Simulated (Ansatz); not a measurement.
Cost and result for the atomization energy of `CN[SiH2][GaH2]` (12 atoms, 11 bonds).

Cartesian coordinates in Å:
```
C 1.9316 0.0914 -0.8750
N 0.5119 -0.1027 -0.6690
Si -0.2721 0.2044 0.8348
Ga -2.6346 -0.1944 0.5833
H 2.1545 0.2426 -1.9351
H 2.5480 -0.7425 -0.5124
H 2.2562 0.9919 -0.3466
H 0.1109 -0.8078 -1.2662
H 0.2472 -0.6149 1.9837
H 0.0200 1.6170 1.2210
H -3.6860 0.3142 1.6378
H -3.1876 -0.9991 -0.6563
```

Charge 0, multiplicity 1. Correlated methods include outer-core shells of Ga, which these sets cover unevenly. Scalar relativity is left out up to krypton. All single points use the PBE0-D4/def2-TZVP geometry. It is one conformer, not always the lowest. Program: Ansatz. Hardware: A = 2 threads of an AMD EPYC 7R13 on a shared host; B = 2 threads of an AMD EPYC 7R13 on a shared host and a share of an NVIDIA H100 80 GB. Times are those of one run each, without the atoms' runs, and a repeat can differ threefold. Electronic energies, without spin–orbit coupling; frozen cores. CCSD(T)/CBS adds CCSD(T) − MP2 in def2-TZVPP to the MP2 limit, and its time is that of the two runs behind it. T1 = 0.012. With those shells the extrapolation isn't a true limit.

CCSD(T)/CBS is a level of theory with its own doubt, some kJ/mol a heavy atom from the limit and from the frozen cores, so smaller differences don't rank the functionals.

```csv
level,functions,wall time,atomization (kJ/mol),difference from CCSD(T)/CBS,per bond
revPBE-D4/def2-TZVPP [A],264,3 s,3671.5,-63.5,-5.8
BLYP-D4/def2-TZVPP [A],264,3 s,3700.2,-34.8,-3.2
PBE-D4/def2-TZVPP (with forces) [A],264,3.7 s,3743.0,8.0,0.7
CCSD(T)/def2-TZVPP [B],264,4.3 s,3645.1,-89.9,-8.2
PBE0-D4/def2-TZVPP [A],264,4.7 s,3709.6,-25.4,-2.3
BHLYP-D4/def2-TZVPP [A],264,5.5 s,3660.7,-74.3,-6.8
CAM-B3LYP-D4/def2-TZVPP [A],264,6 s,3750.5,15.5,1.4
MP2/def2-QZVPP [B],513,6.5 s,3694.6,-40.4,-3.7
B2PLYP/def2-TZVPP [A],264,8.5 s,3680.6,-54.4,-4.9
CCSD(T)/CBS(def2),–,11 s,3735.0,0.0,0.0
CCSD(T)/def2-SVP [A],118,12 s,3499.1,-235.9,-21.4
B97M-V/def2-TZVPP [A],264,12 s,3747.7,12.7,1.2
ωB97X-V/def2-TZVPP [A],264,14 s,3757.1,22.1,2.0
```

In def2-TZVPP, CCSD(T) changes the Hartree–Fock value by +932.3 kJ/mol (the triples alone add +41.1 kJ/mol) and MP2 by +928.1 kJ/mol; breaking electron pairs costs correlation energy, which Hartree–Fock lacks. At CCSD(T), def2-SVP lies −235.9 kJ/mol from the extrapolated value and def2-TZVPP −89.8 kJ/mol: correlation converges slowly with the basis, and small sets miss more of it in the bonded molecule than in its fragments. From PBE to PBE0 (25 % exact exchange), in def2-TZVPP and without D4, the atomization energy moves by −29.8 kJ/mol: exact exchange takes away binding that semilocal exchange gives to molecules.
